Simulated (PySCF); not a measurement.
**Does the structure fit the spectrum?**

A compound C₈H₇P gives the data below (simulated from a calculation) and was assigned the structure `Cc1ccc(C#P)cc1`.

¹³C{¹H} NMR (computed): δ 175.1 (C), 151.6 (C), 143.2 (CH), 135.5 (CH), 134.1 (CH), 132.2 (C), 131.0 (CH), 25.3 (CH3).

¹H NMR (600 MHz, computed): δ 8.07 (m, 1H), 7.54 (m, 1H), 7.51 (m, 1H), 7.44 (m, 1H), 2.73 (s, 3H).

Level of theory: σ from GIAO-PBE0/pcSseg-1, GFN2-xTB structure, in PySCF 2.14.0 with density-fitted response routines (no solvent model, a single conformation, fast rotation and ring inversion assumed for equivalent nuclei, relativity neglected).

Referencing at the same level of theory: TMS for ¹H and ¹³C.

**Question.** Compare with the shifts computed for the proposed structure, pairing carbons in order of shift.

**Answer.** Mapped SMILES: `[CH3:1][c:2]1[cH:3][cH:4][c:5]([C:6]#[P:7])[cH:8][cH:9]1`. Each H is labelled by its parent atom.

```tsv
atom	computed for proposal	given list	difference
C6	177.8	175.1	+2.7
C2	146.0	151.6	-5.6
C4	142.6	143.2	-0.6
C8	142.6	135.5	+7.1
C3	134.0	134.1	-0.1
C9	134.0	132.2	+1.8
C5	130.0	131.0	-1.0
C1	24.6	25.3	-0.7
```

The rms difference is 3.4 ppm and the largest +7.1 ppm at C8 (aromatic CH). The proposal also would give 6 carbon signals, not 8. The carbon types in order of shift don't match either: C, C, CH, CH, CH, CH, C, CH3 for the proposal against C, C, CH, CH, CH, C, CH, CH3 in the data. The proposal doesn't fit.

**Question.** Which isomer fits?

**Answer.** SMILES C(c1c(C)cccc1)#P.

1. δC 175.1: carbon bonded to C, P.
2. δC 151.6, 132.2: substituted aromatic carbon.
3. δC 143.2, 135.5, 134.1, 131.0: aromatic CH.
4. δH 8.07, 7.54, 7.51, 7.44: hydrogen on an aromatic CH; it sits in the deshielding region of the aromatic ring current.

This is the structure that produced the data.

Splittings by ³¹P in the carbon and heteronuclear signals aren't shown, as no couplings were computed. Shifts are as computed. Against solution values, carbons near 30 ppm lie about +3 ppm off and those near 130 ppm about +5 ppm. Of 1211 compounds with measured shifts, 218 miss one by over three times the rms of a fit or turn the order of signals round; such compounds aren't used in these exercises. Multiplicities follow the n + 1 count of equivalent neighbours, as no J values were calculated; m marks all less simple cases, F and P coupling included.
